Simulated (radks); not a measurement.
All-electron atom: Co3+ in [Ar] 3d5.5 4f0.5 (fractional occupations, a model configuration). All-electron calculation, Dirac Kohn-Sham, B86b exchange with PBE correlation, spin-unpolarised, spherical densities, point nucleus; open shells are shared between the two j in proportion to 2j + 1. Program: a radial shooting solver on a logarithmic mesh with Libxc functionals. Some entries of the table are withheld. Estimate them.

| orbital | occ. | eigenvalue (eV) | <r^2> (bohr^2) | r(max) (bohr) |
|---|---|---|---|---|
| 1s1/2 | 2 | -7640.330 | 0.004246 | 0.03677 |
| 2s1/2 | 2 | -946.6852 | 0.07695 | 0.2131 |
| 2p1/2 | 2 | -827.4885 | 0.06106 | (1) |
| 2p3/2 | 4 | -812.6625 | 0.06265 | (2) |
| 3s1/2 | 2 | -148.2135 | (3) | 0.6659 |
| 3p1/2 | 2 | (4) | 0.7374 | 0.6691 |
| 3p3/2 | 4 | (5) | 0.7536 | 0.6763 |
| 3d3/2 | 2.2 | -52.2121 | 1.027 | 0.6463 |
| 3d5/2 | 3.3 | -51.9793 | 1.035 | 0.6486 |
| 4s1/2 | 0 | -35.7012 | 5.092 | (6) |
| 4p1/2 | 0 | -27.8400 | (7) | 2.136 |
| 4p3/2 | 0 | -27.6145 | (8) | 2.154 |
| 4d3/2 | 0 | -17.0980 | 13.05 | 2.993 |
| 4d5/2 | 0 | -17.0755 | 13.09 | 3.002 |
| 4f5/2 | 0.214286 | -10.6712 | 24.79 | (9) |
| 4f7/2 | 0.285714 | -10.6709 | 24.79 | (10) |

Answer. 
(1) 2p1/2 r(max) (bohr): 0.1703
(2) 2p3/2 r(max) (bohr): 0.1728
(3) 3s1/2 <r^2> (bohr^2): 0.6726
(4) 3p1/2 eigenvalue (eV): -112.3759
(5) 3p3/2 eigenvalue (eV): -110.4519
(6) 4s1/2 r(max) (bohr): 1.895
(7) 4p1/2 <r^2> (bohr^2): 6.673
(8) 4p3/2 <r^2> (bohr^2): 6.781
(9) 4f5/2 r(max) (bohr): 4.290
(10) 4f7/2 r(max) (bohr): 4.290
